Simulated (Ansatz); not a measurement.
`CO[Si](C)(N)F` + HCl → `CO[Si](C)(N)Cl` + H–F  (ligand exchange at the Si–F bond)

Program: Ansatz. Geometries: PBE0-D4/def2-TZVP. ΔE: electronic, gas phase. CBS: MP2 limit from def2 TZ/QZ plus the TZ coupled-cluster correction, frozen cores. This one scheme is used for every species. Each species was taken in one conformer, which may not be the lowest.

| level | ΔE (kJ/mol) |
| --- | --- |
| CCSD/def2-TZVPP | 51.2 |
| CCSD(T)/def2-TZVPP | 48.0 |

**Question.** What does CCSD(T)/CBS give? (Best estimate.)

**Answer.** The calculation gave: +43.3 kJ/mol. The listed levels differ from it by 7.9, 4.7 kJ/mol.

Largest T1 diagnostic among the species: 0.011.

The D4 term adds −8.4 kJ/mol with B3LYP and −4.6 kJ/mol with PBE0; it sums over pairs of atoms, weighted by their polarisabilities, and B3LYP, whose exchange is more repulsive, gets the larger term. In def2-TZVPP, CCSD(T) changes the Hartree–Fock value by −14.0 kJ/mol (the triples alone add −3.2 kJ/mol) and MP2 by −22.0 kJ/mol.

B3LYP here is the variant with VWN-RPA as its local correlation; programs differ in this.
